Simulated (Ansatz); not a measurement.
Born–Oppenheimer molecular dynamics of CH5OSe (8 atoms, charge 0, multiplicity 2). It starts at the highest image of a converged band, a first-order saddle point between two minima.

All numbers below come from UKS PBE/def2-SVP in Ansatz 0.2.0.

```
ensemble                      : NVE (velocity Verlet)
time step                     : 0.5 fs
steps asked                   : 200
starting velocities drawn for : 300 K
seed                          : 11018
```

First frame:

```xyz
8
Properties=species:S:1:pos:R:3
H -0.003 -0.612 -1.128
Se 2.267 -1.031 -0.670
O -0.573 -0.853 -0.362
C -0.913 0.330 0.348
H 2.290 0.213 0.145
H -2.007 0.328 0.544
H -0.663 1.257 -0.211
H -0.398 0.369 1.334
```

Problem. What does the run give?

Solution. All steps were run.

```
steps done                                               : 200
time covered                                             : 100 fs
mean temperature over the second half                    : 131 K
spread of the potential energy over the second half      : 4.5 meV per atom
mean potential energy of the second half above the start : 16.5 meV per atom
```

The conserved energy stayed within 0.27 meV per atom of its start (net change 0.054 meV per atom), so the integration is sound. The temperature averaged 0.44 of the 300 K drawn at the start: a run that starts near a minimum puts about half its kinetic energy into the potential. A run of 0.1 ps of so small a system gives no equilibrium averages.

Problem. What happens to the structure?

Solution. The step under study would form H1–O3 and break H1–Se2. These pairs go: H1–O3 0.98 → 0.98 Å, H1–Se2 2.35 → 2.53 Å. In the last frame they stand as after the step (other bonds may differ from the relaxed reactants and products). It ends as CH4O + HSe. Pairs count as bonded within 1.25 times the sum of covalent radii (0.12 Å more for H–H). Another seed would give other details.

Problem. How do temperature and energy run in time?

Solution. 
```json
{"time (fs)": "0.0", "T (K)": "300", "potential energy less start (eV)": "0.000", "conserved less start (meV/atom)": "0.00"}
{"time (fs)": "3.0", "T (K)": "130", "potential energy less start (eV)": "0.134", "conserved less start (meV/atom)": "0.25"}
{"time (fs)": "6.0", "T (K)": "198", "potential energy less start (eV)": "0.080", "conserved less start (meV/atom)": "0.11"}
{"time (fs)": "9.0", "T (K)": "176", "potential energy less start (eV)": "0.097", "conserved less start (meV/atom)": "0.17"}
{"time (fs)": "12.0", "T (K)": "210", "potential energy less start (eV)": "0.070", "conserved less start (meV/atom)": "0.10"}
{"time (fs)": "15.0", "T (K)": "206", "potential energy less start (eV)": "0.074", "conserved less start (meV/atom)": "0.11"}
{"time (fs)": "18.0", "T (K)": "105", "potential energy less start (eV)": "0.153", "conserved less start (meV/atom)": "0.21"}
{"time (fs)": "21.0", "T (K)": "203", "potential energy less start (eV)": "0.076", "conserved less start (meV/atom)": "0.11"}
{"time (fs)": "24.0", "T (K)": "156", "potential energy less start (eV)": "0.113", "conserved less start (meV/atom)": "0.18"}
{"time (fs)": "27.0", "T (K)": "190", "potential energy less start (eV)": "0.086", "conserved less start (meV/atom)": "0.07"}
{"time (fs)": "30.0", "T (K)": "107", "potential energy less start (eV)": "0.151", "conserved less start (meV/atom)": "0.21"}
{"time (fs)": "33.0", "T (K)": "155", "potential energy less start (eV)": "0.113", "conserved less start (meV/atom)": "0.12"}
{"time (fs)": "36.0", "T (K)": "165", "potential energy less start (eV)": "0.106", "conserved less start (meV/atom)": "0.18"}
{"time (fs)": "39.0", "T (K)": "139", "potential energy less start (eV)": "0.126", "conserved less start (meV/atom)": "0.12"}
{"time (fs)": "42.0", "T (K)": "105", "potential energy less start (eV)": "0.153", "conserved less start (meV/atom)": "0.18"}
{"time (fs)": "45.0", "T (K)": "162", "potential energy less start (eV)": "0.108", "conserved less start (meV/atom)": "0.08"}
{"time (fs)": "48.0", "T (K)": "114", "potential energy less start (eV)": "0.146", "conserved less start (meV/atom)": "0.19"}
{"time (fs)": "51.0", "T (K)": "162", "potential energy less start (eV)": "0.108", "conserved less start (meV/atom)": "0.09"}
{"time (fs)": "54.0", "T (K)": "56", "potential energy less start (eV)": "0.191", "conserved less start (meV/atom)": "0.22"}
{"time (fs)": "57.0", "T (K)": "168", "potential energy less start (eV)": "0.103", "conserved less start (meV/atom)": "0.08"}
{"time (fs)": "60.0", "T (K)": "123", "potential energy less start (eV)": "0.138", "conserved less start (meV/atom)": "0.13"}
{"time (fs)": "63.0", "T (K)": "87", "potential energy less start (eV)": "0.166", "conserved less start (meV/atom)": "0.19"}
{"time (fs)": "66.0", "T (K)": "137", "potential energy less start (eV)": "0.127", "conserved less start (meV/atom)": "0.08"}
{"time (fs)": "69.0", "T (K)": "72", "potential energy less start (eV)": "0.178", "conserved less start (meV/atom)": "0.24"}
{"time (fs)": "72.0", "T (K)": "202", "potential energy less start (eV)": "0.076", "conserved less start (meV/atom)": "0.03"}
{"time (fs)": "75.0", "T (K)": "32", "potential energy less start (eV)": "0.210", "conserved less start (meV/atom)": "0.25"}
{"time (fs)": "78.0", "T (K)": "165", "potential energy less start (eV)": "0.105", "conserved less start (meV/atom)": "0.06"}
{"time (fs)": "81.0", "T (K)": "99", "potential energy less start (eV)": "0.158", "conserved less start (meV/atom)": "0.21"}
{"time (fs)": "84.0", "T (K)": "173", "potential energy less start (eV)": "0.099", "conserved less start (meV/atom)": "0.09"}
{"time (fs)": "87.0", "T (K)": "119", "potential energy less start (eV)": "0.141", "conserved less start (meV/atom)": "0.17"}
{"time (fs)": "90.0", "T (K)": "106", "potential energy less start (eV)": "0.152", "conserved less start (meV/atom)": "0.16"}
{"time (fs)": "93.0", "T (K)": "216", "potential energy less start (eV)": "0.066", "conserved less start (meV/atom)": "0.07"}
{"time (fs)": "96.0", "T (K)": "127", "potential energy less start (eV)": "0.136", "conserved less start (meV/atom)": "0.22"}
{"time (fs)": "99.0", "T (K)": "203", "potential energy less start (eV)": "0.076", "conserved less start (meV/atom)": "0.08"}
```

Run time: 3.4 min on 2 threads of Intel(R) Xeon(R) 6975P-C (Granite Rapids) (shared host), peak memory 0.18 GiB.
